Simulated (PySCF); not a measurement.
Compound: C6H6F3N.
Geometry (GFN2-xTB, Å), atoms numbered from 1 in this order:
```
atom  x, y, z in Å
C1     2.7147   -0.4929   -1.0196
C2     1.4901   -0.2301   -0.5745
C3     1.2511    0.3528    0.7315
N4     0.1318    0.6270    1.2490
C5    -1.1127    0.4657    0.6875
C6    -1.7453    1.3377   -0.0938
C7    -1.8141   -0.7722    1.2046
F8    -2.0226   -0.7411    2.5278
F9    -3.0074   -0.9735    0.6316
F10   -1.0885   -1.8825    0.9621
H11    3.5872   -0.2660   -0.4283
H12    2.8889   -0.9403   -1.9831
H13    0.6152   -0.4600   -1.1680
H14    2.1199    0.5669    1.3461
H15   -1.2435    2.2208   -0.4443
H16   -2.7726    1.1967   -0.3725
```

The closed-shell SCF was solved with PySCF and density fitting under several settings on one GFN2-xTB geometry (grid level 2 and gas phase unless stated).

```
                                                               settings  basis functions  SCF cycles     E (Eh)  HOMO (eV)  LUMO (eV)  dipole (D)
B3LYP/def2-SVPD, IEF-PCM acetonitrile, grid level 1, level shift 0.2 Eh              257          12  -586.0794      -6.76      -1.94        5.03
            PBE0/pcSseg-0, grid level 4, fitting basis def2-qzvpp-jkfit              102          11  -584.5064      -6.92      -1.99        4.10
```

Problem. Estimate the row for these settings: wB97X/pcSseg-1.

Solution. 
```tsv
settings	basis functions	SCF cycles	E (Eh)	HOMO (eV)	LUMO (eV)	dipole (D)
wB97X/pcSseg-1	200	15	-586.2813	-9.30	0.24	3.86
```

Problem. Over all rows, what range does the HOMO–LUMO gap span?

Solution. From 4.82 eV (B3LYP/def2-SVPD, IEF-PCM acetonitrile, grid level 1, level shift 0.2 Eh) to 9.54 eV (wB97X/pcSseg-1). The functional of the narrowest has 20 % exact exchange, that of the widest range-separated exact exchange.

Whole jobs, the steps after the SCF included, on one thread of an Arm Neoverse V2, no GPU (shared host):

```tsv
settings	work after the SCF	wall time	peak memory
B3LYP/def2-SVPD, IEF-PCM acetonitrile, grid level 1, level shift 0.2 Eh	shieldings	41 s	1.2 GiB
PBE0/pcSseg-0, grid level 4, fitting basis def2-qzvpp-jkfit	shieldings	29 s	0.62 GiB
wB97X/pcSseg-1	shieldings, charges and field gradients	49 s	1.0 GiB
```

Cycle counts include a coarse-grid stage where the run had one. One conformer (not necessarily the lowest) at the GFN2-xTB geometry, without vibrations or thermal averaging.
